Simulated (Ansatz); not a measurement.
Several settings on one geometry of InH₂Cl (that of the charge 0 singlet, PBE0-D4/def2-TZVP). Ansatz on 4 threads of Arm Neoverse V1 on a shared host; times are rough.

Cartesian coordinates in Å:
```
In 0.132 0.220 -0.001
H 1.820 -0.022 0.013
H -0.881 1.593 -0.020
Cl -1.071 -1.791 0.009
```

Totals from different functionals, basis sets or treatments of relativity can't be compared as stabilities.

In the def2 sets In takes a core potential; there is no spin–orbit coupling. Correlated methods freeze 23 core orbitals; core or outer-core shells of In are correlated, in sets that lack core-valence functions.

The spins typed aren't always the lowest for that charge.

**Question.** Give the basis size and estimate the energy, ⟨S²⟩ and time of these runs.

```json
{"run": "1", "method": "UKS PBE-QIDH/STO-3G", "charge": "1", "state": "doublet", "further keys": "scf: {omitted_lower_state_checks: [starts]}"}
{"run": "2", "method": "UKS PBE/def2-SVPD", "charge": "0", "state": "singlet", "further keys": "scf: {omitted_lower_state_checks: [starts]}"}
{"run": "3", "method": "RKS ωB97M-V/def2-SVP", "charge": "0", "state": "singlet", "further keys": "pseudopotentials: {relativity: none}; accuracy: high; scf: {omitted_lower_state_checks: [starts]}"}
```

**Answer.** 
```json
{"run": "1", "functions": "38", "energy (Eh)": "-6140.1704", "⟨S²⟩": "0.76", "wall time": "0.6 s"}
{"run": "2", "functions": "75", "energy (Eh)": "-651.2225", "⟨S²⟩": "0.00", "wall time": "0.7 s"}
{"run": "3", "functions": "54", "energy (Eh)": "-651.3265", "⟨S²⟩": "–", "wall time": "10 s"}
```
